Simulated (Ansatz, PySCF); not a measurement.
Gas-phase reaction in SMILES: [GeH3][Br] [bromogermane] + [H][H] (H2) → Br (HBr) + [GeH4] (GeH4)
Structures are relaxed separately at B3LYP-D3(BJ)/def2-TZVP in Ansatz (an electronic-structure program). Frequencies are from Ansatz or PySCF.

Quantity: energy of full hydrogenation (enthalpy at 298 K, with B3LYP-D3(BJ) rigid-rotor harmonic-oscillator terms), in kcal/mol. Valence correlation only, unless marked. No spin-orbit coupling. The frozen core is the preceding noble-gas configuration, with the filled d and f shells of earlier blocks. Non-relativistic. CBS marks a two-point X^-3 extrapolation of the correlation energy; Hartree-Fock from the larger set.

```csv
level,program,energy of full hydrogenation (kcal/mol),minus last row
HF/6-31G*,Ansatz,15.1,-0.8
HF/def2-SVP,Ansatz,10.8,-5.1
SVWN5/def2-TZVPD,Ansatz,11.9,-4.0
LC-wPBE-D3(BJ)/def2-TZVPD,Ansatz + dftd3,13.5,-2.4
B2PLYP/def2-TZVPD,Ansatz,15.0,-0.9
MP2/aug-cc-pVTZ,Ansatz,16.4,0.5
MP2/def2-TZVPP,Ansatz,16.8,0.9
MP2/def2-QZVPP,Ansatz,17.2,1.3
"RI-MP2/CBS(cc-pVTZ,cc-pVQZ)",Ansatz,17.8,1.9
SCS-MP2/def2-TZVPPD,Ansatz,15.6,-0.3
SCS-MP2/def2-QZVPP,Ansatz,16.1,0.2
CCSD/6-31G*,Ansatz,18.7,2.8
CCSD/cc-pVQZ,Ansatz,14.7,-1.2
CCSD/def2-QZVPP,Ansatz,14.7,-1.2
"CCSD(T)/CBS(def2-TZVPPD,def2-QZVPPD)",Ansatz,15.9,0.0
```
